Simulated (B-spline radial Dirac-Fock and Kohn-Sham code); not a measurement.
# Muonic isotope shifts in zirconium

Calculated with a B-spline atomic structure program, using the Dirac equation of a negative muon with reduced mass in the field of a spherical finite nucleus, with the Uehling potential to all orders; nuclear polarisation, deformation, hyperfine structure, self-energy, higher-order vacuum polarisation, relativistic recoil and electron screening are left out. Nuclear charge: Fermi distribution (skin thickness 2.3 fm); radii from Angeli and Marinova (2013). Reference ⁹⁶Zr, radius 4.3512 fm: 2p3/2 → 1s1/2 2517 keV, 3d5/2 → 2p3/2 630.4 keV.

```tsv
A	radius (fm)	δ⟨r²⟩ (fm²)	shift 2p3/2 → 1s (keV)	shift 3d5/2 → 2p3/2 (keV)
87	4.2789	-0.624	+16.84	+0.09
88	4.2787	-0.626	+16.91	+0.10
89	4.2706	-0.695	+18.85	+0.12
90	4.2694	-0.705	+19.16	+0.14
91	4.2845	-0.576	+15.61	+0.11
92	4.3057	-0.394	+10.62	+0.07
94	4.332	-0.167	+4.47	+0.03
97	4.3792	+0.244	-6.54	-0.06
98	4.4012	+0.438	-11.66	-0.10
99	4.4156	+0.565	-15.00	-0.13
100	4.4891	+1.219	-32.04	-0.30
101	4.5119	+1.424	-37.29	-0.35
102	4.5292	+1.581	-41.25	-0.38
```
